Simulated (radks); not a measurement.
Task: These are the eigenvalues of the occupied orbitals of an atom or ion with whole-number occupations (hartree). Calculated with a radial shooting solver on a logarithmic mesh with Libxc functionals: scalar-relativistic Kohn-Sham, PBE, spin-polarised, spherical densities, finite nucleus; Fermi nuclear charge, rms radius of each element as measured or else 0.836 A^(1/3) + 0.57 fm.

orbital  eigenvalue
1s up     -933.0448
1s down   -933.0262
2s up     -139.2059
2s down   -139.1767
2p up     -125.0968
2p down   -125.0654
3s up     -27.24110
3s down   -27.21354
3p up     -22.60578
3p down   -22.57432
3d up     -15.29560
3d down   -15.25760
4s up      -5.49884
4s down    -5.33502
4p up      -4.11297
4p down    -3.95356
4d up      -2.07244
4d down    -1.93607
5s up      -1.33100
5s down    -1.29847

Which element is it, and in what charge state? The configuration may be excited. Open shells, if any, are filled with parallel spins first.

Result: Z = 47, silver, charge +3: Ag3+ in [Ar] 3d10 4s2 4p4 4d8 5s2. The list shows which subshells hold electrons but not how many an open one holds; the 1s level, -933.04 hartree, gives Z - s = 43.2 by -(Z - s)^2/2, which with screening and relativity narrows Z to a few neighbours, and the depths of the outer levels then fix element, charge and occupations together.
